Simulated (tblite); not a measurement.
Parent: `[H]/[N:5]=[CH:4]/[C:2](=[CH2:1])[SiH3:3]` with C1–C2–C4–N5 180°, C3H7NSi.

Structures optimised with GFN2-xTB, isolated species. One conformer each, not checked by frequencies here.

```tsv
coordinate of the parent	value
C1=C2	1.331 Å
C2–Si3	1.894 Å
C2–C4	1.449 Å
C4=N5	1.261 Å
C1–C2–Si3	126.5°
C1–C2–C4	121.1°
Si3–C2–C4	112.4°
C2–C4–N5	117.2°
```

Task: How does the shared frame change in `[CH2:1]=[C:2]([SiH3:3])/[CH:4]=[N:5]\[CH:6]1[CH2:7][CH2:8][CH2:9]1` with C1–C2–C4–N5 -59°, C4–N5–C6–C7 -149°, N5–C6–C7–C8 -129°, C6–C7–C8–C9 13°, C7–C8–C9–C6 -13°, N5–C6–C9–C8 128°, C7H13NSi? Atoms pair as C1 = C1, C2 = C2, Si3 = Si3, C4 = C4, N5 = N5 (parent first).

Result: 
```json
{"parent": "C1=C2", "relative": "C1=C2", "value in the relative": "1.329 Å", "change": "-0.002"}
{"parent": "C2–Si3", "relative": "C2–Si3", "value in the relative": "1.892 Å", "change": "-0.002"}
{"parent": "C2–C4", "relative": "C2–C4", "value in the relative": "1.470 Å", "change": "+0.021"}
{"parent": "C4=N5", "relative": "C4=N5", "value in the relative": "1.260 Å", "change": "-0.001"}
{"parent": "C1–C2–Si3", "relative": "C1–C2–Si3", "value in the relative": "123.4°", "change": "-3.1"}
{"parent": "C1–C2–C4", "relative": "C1–C2–C4", "value in the relative": "121.5°", "change": "+0.4"}
{"parent": "Si3–C2–C4", "relative": "Si3–C2–C4", "value in the relative": "115.2°", "change": "+2.8"}
{"parent": "C2–C4–N5", "relative": "C2–C4–N5", "value in the relative": "129.4°", "change": "+12.2"}
```

Of the parent's bonds, C2–C4 changes most (+0.021 Å). Bonds of the relative outside the shared frame: N5–C6 1.424, C6–C7 1.542, C7–C8 1.535, C8–C9 1.534, C6–C9 1.547 Å. Point group Cs → C1.

Task: How does the shared frame change in `[CH2:1]=[C:2]([SiH3:3])/[CH:4]=[N:5]/[C:6]([CH3:7])([CH3:8])[CH3:9]` with C1–C2–C4–N5 180°, C7H15NSi? Atoms pair as C1 = C1, C2 = C2, Si3 = Si3, C4 = C4, N5 = N5 (parent first).

Result: 
| parent | relative | value in the relative | change |
| --- | --- | --- | --- |
| C1=C2 | C1=C2 | 1.330 Å | -0.001 |
| C2–Si3 | C2–Si3 | 1.892 Å | -0.002 |
| C2–C4 | C2–C4 | 1.445 Å | -0.004 |
| C4=N5 | C4=N5 | 1.261 Å | 0.000 |
| C1–C2–Si3 | C1–C2–Si3 | 127.5° | +1.0 |
| C1–C2–C4 | C1–C2–C4 | 122.3° | +1.2 |
| Si3–C2–C4 | Si3–C2–C4 | 110.2° | -2.2 |
| C2–C4–N5 | C2–C4–N5 | 115.5° | -1.7 |

Of the parent's bonds, C2–C4 changes most (-0.004 Å). Bonds of the relative outside the shared frame: N5–C6 1.446, C6–C7 1.532, C6–C8 1.535, C6–C9 1.535 Å. Point group Cs → Cs.

Task: How does the shared frame change in `[CH2:1]=[CH:2]/[N:3]=[CH:4]/[C:5](=[CH2:6])[SiH3:7]` with C1–C2–N3–C4 180°, N3–C4–C5–C6 180°, C5H9NSi? Atoms pair as C1 = C6, C2 = C5, Si3 = Si7, C4 = C4, N5 = N3 (parent first).

Result: 
```csv
parent,relative,value in the relative,change
C1=C2,C6=C5,1.333 Å,+0.002
C2–Si3,C5–Si7,1.894 Å,0.000
C2–C4,C5–C4,1.439 Å,-0.010
C4=N5,C4=N3,1.274 Å,+0.013
C1–C2–Si3,C6–C5–Si7,126.6°,+0.1
C1–C2–C4,C6–C5–C4,121.7°,+0.6
Si3–C2–C4,Si7–C5–C4,111.7°,-0.7
C2–C4–N5,C5–C4–N3,117.0°,-0.2
```

Of the parent's bonds, C4–N5 changes most (+0.013 Å). Bonds of the relative outside the shared frame: C1=C2 1.330, C2–N3 1.371 Å. Point group Cs → Cs.

Task: How does the shared frame change in `[CH2:1]=[C:2]([SiH3:3])/[CH:4]=[N:5]/[CH:6]=[O:7]` with C1–C2–C4–N5 21°, C4–N5–C6–O7 -82°, C4H7NOSi? Atoms pair as C1 = C1, C2 = C2, Si3 = Si3, C4 = C4, N5 = N5 (parent first).

Result: 
| parent | relative | value in the relative | change |
| --- | --- | --- | --- |
| C1=C2 | C1=C2 | 1.335 Å | +0.004 |
| C2–Si3 | C2–Si3 | 1.896 Å | +0.002 |
| C2–C4 | C2–C4 | 1.454 Å | +0.005 |
| C4=N5 | C4=N5 | 1.258 Å | -0.003 |
| C1–C2–Si3 | C1–C2–Si3 | 123.4° | -3.1 |
| C1–C2–C4 | C1–C2–C4 | 120.0° | -1.1 |
| Si3–C2–C4 | Si3–C2–C4 | 116.6° | +4.2 |
| C2–C4–N5 | C2–C4–N5 | 122.5° | +5.3 |

Of the parent's bonds, C1–C2 and C2–C4 change most and about equally (+0.004 to +0.005 Å). Bonds of the relative outside the shared frame: N5–C6 1.338, C6=O7 1.204 Å. Point group Cs → C1.

Task: How does the shared frame change in `[CH2:1]=[C:2]([SiH3:3])/[CH:4]=[N:5]\[CH:6]([CH3:7])[CH3:8]` with C1–C2–C4–N5 81°, C4–N5–C6–C7 -118°, C6H13NSi? Atoms pair as C1 = C1, C2 = C2, Si3 = Si3, C4 = C4, N5 = N5 (parent first).

Result: 
```json
{"parent": "C1=C2", "relative": "C1=C2", "value in the relative": "1.327 Å", "change": "-0.004"}
{"parent": "C2–Si3", "relative": "C2–Si3", "value in the relative": "1.892 Å", "change": "-0.002"}
{"parent": "C2–C4", "relative": "C2–C4", "value in the relative": "1.476 Å", "change": "+0.027"}
{"parent": "C4=N5", "relative": "C4=N5", "value in the relative": "1.256 Å", "change": "-0.005"}
{"parent": "C1–C2–Si3", "relative": "C1–C2–Si3", "value in the relative": "123.8°", "change": "-2.7"}
{"parent": "C1–C2–C4", "relative": "C1–C2–C4", "value in the relative": "121.7°", "change": "+0.6"}
{"parent": "Si3–C2–C4", "relative": "Si3–C2–C4", "value in the relative": "114.5°", "change": "+2.1"}
{"parent": "C2–C4–N5", "relative": "C2–C4–N5", "value in the relative": "129.3°", "change": "+12.1"}
```

Of the parent's bonds, C2–C4 changes most (+0.027 Å). Bonds of the relative outside the shared frame: N5–C6 1.441, C6–C7 1.529, C6–C8 1.529 Å. Point group Cs → C1.

These are computed values.
